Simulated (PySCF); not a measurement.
**Peak assignment**

Atom-mapped SMILES (the numbers label the heavy atoms): `[BH3-:1][C:2]#[N+:3][CH3:4]`. Hydrogens are named by the atom that carries them.

How the numbers were obtained: structure optimised with PBE0-D3(BJ)/def2-SVP, shielding tensors at PBE0/pcSseg-1 (GIAO), couplings computed with B3LYP/pcJ-1 (spin–dipole term only in couplings to heteroatoms), in PySCF 2.14.0 with density-fitted response routines (no relativistic terms, rapidly exchanging positions averaged, no solvent, a single conformation).

Scale: 13C (184.41 ppm) and 1H (31.27 ppm) against TMS (reference shieldings calculated alike).

(1) Assign these signals to the numbered atoms. 13C{1H} NMR (computed): δ 157.7 (C), 26.5 (CH3).

(2) Assign these signals to the numbered atoms. 1H NMR (500 MHz, computed): δ 3.31 (q, J = 4.8 Hz, 3H), 1.19 (br, 3H).

## Answers

(1) 
157.7 → C2, nitrilium-type carbon
26.5 → C4, methyl carbon bonded to N: pulled downfield by the heteroatom

(2) 
```tsv
δ (ppm)	atoms	environment	reason
3.31	H(C4)	hydrogen on a methyl carbon bonded to N	its carbon carries N, hence the downfield position
1.19	H(B1)	hydrogen on a boron bonded to C	–
```

Hydrogens on boron are broadened and split by 11B (spin 3/2, 80 %) and 10B (spin 3). A carbon bonded to boron is broadened by the quadrupolar boron nucleus and is often missing from a measured spectrum. Splittings below 1 Hz are ignored in the labels, and close J values are merged. Shifts are as computed. Against solution values, carbons near 30 ppm lie about +2 ppm off and those near 130 ppm about +5 ppm. Of 1211 compounds with measured shifts, 218 miss one by over three times the rms of a fit or turn the order of signals round; such compounds aren't used in these exercises.
